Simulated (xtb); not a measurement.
F2OS, SMILES O=S(F)F. All values are semi-empirical tight-binding results from xtb (GFN2-xTB unless named), good for trends rather than for accurate numbers. Coordinates come from a GFN2-xTB optimisation.

Computed properties:
```json
{
 "point_group_as_xtb_finds_it": "Cs",
 "orbital_gap": "6.01 eV",
 "zero_point_energy": "5.1 kcal/mol",
 "G − E(el) at 298.15 K (modified RRHO)": "-12.0 kcal/mol",
 "static polarisability (D4 model)": "32.0 bohr³",
 "solvation energy, GFN2-xTB/ALPB(water)": "-10.7 kcal/mol",
 "solvation energy, GFN2-xTB/ALPB(ether)": "-5.2 kcal/mol"
}
```
